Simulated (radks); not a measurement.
The mercury ion Hg27+, 53 electrons, occupied as [Kr] 4d10 4f7.

Calculated with a radial shooting solver on a logarithmic mesh with Libxc functionals: scalar-relativistic Kohn-Sham, SCAN, spin-polarised, spherical densities, finite nucleus; open shells are filled with parallel spins first (spin-orbit coupling, left out, can overturn this in heavy ions); meta-GGA in the generalised Kohn-Sham scheme; Fermi nuclear charge, rms radius 5.4648 fm.

Energy parts (hartree):
part                       energy
total                 -19283.0768
kinetic                21674.2079
electron-nucleus      -46298.7383
Hartree                 5679.7522
exchange-correlation    -338.2986

Orbitals (lengths in bohr, moments of r in powers of bohr; <r^-3> diverges for s and p1/2; r(max) is where P^2 peaks):
| orbital | occ. | eigenvalue (hartree) | <r^-3> | r(max) |
|---|---|---|---|---|
| 1s up | 1 | -3090.948 | - | 0.01022 |
| 1s down | 1 | -3090.950 | - | 0.01022 |
| 2s up | 1 | -575.2135 | - | 0.05910 |
| 2s down | 1 | -575.1942 | - | 0.05910 |
| 2p up | 3 | -500.3784 | 26800 | 0.04906 |
| 2p down | 3 | -500.3633 | 26800 | 0.04906 |
| 3s up | 1 | -161.3367 | - | 0.1665 |
| 3s down | 1 | -161.0186 | - | 0.1663 |
| 3p up | 3 | -139.5796 | 6183 | 0.1661 |
| 3p down | 3 | -139.2386 | 6213 | 0.1659 |
| 3d up | 5 | -116.6601 | 759.9 | 0.1356 |
| 3d down | 5 | -116.3795 | 763.5 | 0.1354 |
| 4s up | 1 | -58.79589 | - | 0.3702 |
| 4s down | 1 | -58.24082 | - | 0.3704 |
| 4p up | 3 | -51.32403 | 1654 | 0.3872 |
| 4p down | 3 | -50.79234 | 1635 | 0.3876 |
| 4d up | 5 | -42.54587 | 188.9 | 0.3889 |
| 4d down | 5 | -42.00306 | 186.3 | 0.3896 |
| 4f up | 7 | -33.10625 | 42.27 | 0.3386 |

The highest occupied level is 4f up at -900.87 eV. The electron density at the nucleus is 2.497e+06 e/bohr^3 (large components only). For comparison, the ionisation energy in NIST's Atomic Spectra Database is 930 eV (theoretical). In exact Kohn-Sham theory the highest level is minus the ionisation energy, but local and semilocal functionals leave it too shallow, through self-interaction and a potential that decays too fast; potentials with the right tail come closer.

Empty levels of this run are not shown, since the potential may be unsettled where no density lies.
